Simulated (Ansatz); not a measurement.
Reaction (hydrogenolysis of a C–F bond): `F[CH2][SnH3]` + H₂ → `[CH3][SnH3]` + H–F

Calculated with Ansatz (gas phase, PBE0-D4/def2-TZVP geometries, no zero-point term in ΔE). CCSD(T)/CBS is the MP2 limit (def2-TZVPP, def2-QZVPP) plus CCSD(T) − MP2 in def2-TZVPP, frozen cores. This one scheme is used for every species. DFT in def2-TZVPP. def2 core potentials past Kr. For Sn outer-core shells are correlated without core-valence functions, which leaves a few kJ/mol of doubt a bond.

CCSD(T)/CBS gives -33.8 kcal/mol.

Task: Another level gave -31.2 kcal/mol. Which?
A. r2SCAN0-D4/def2-TZVPP
B. MP2/def2-TZVPP
C. PBE/def2-TZVPP
D. B97M-V/def2-TZVPP

Result: D. B97M-V -31.2, PBE -29.8, MP2/def2-TZVPP -35.3, r2SCAN0-D4 -32.3 kcal/mol.

Task: What do rigid-rotor, harmonic-oscillator terms from PBE0-D4/def2-TZVP frequencies (298.15 K, 1 bar) make of the CCSD(T)/CBS value? (Estimate.)

Result: Computed: ΔZPE = +3.8 kcal/mol, ΔH = -30.3 kcal/mol, ΔS = 10 J/(mol·K), ΔG = -31.0 kcal/mol.

Largest T1 diagnostic among the species: 0.013.

At CCSD(T), def2-SVP lies +3.0 kcal/mol from the extrapolated value and def2-TZVPP +0.5 kcal/mol. Leaving LDA and LC-ωPBE aside and taking each functional with its dispersion term where it has one, the values, not all of them listed here, spread over 6.5 kcal/mol, from PBE-QIDH to BLYP-D4. From PBE to PBE0 (25 % exact exchange), in def2-TZVPP and without D4, ΔE moves by −2.4 kcal/mol.
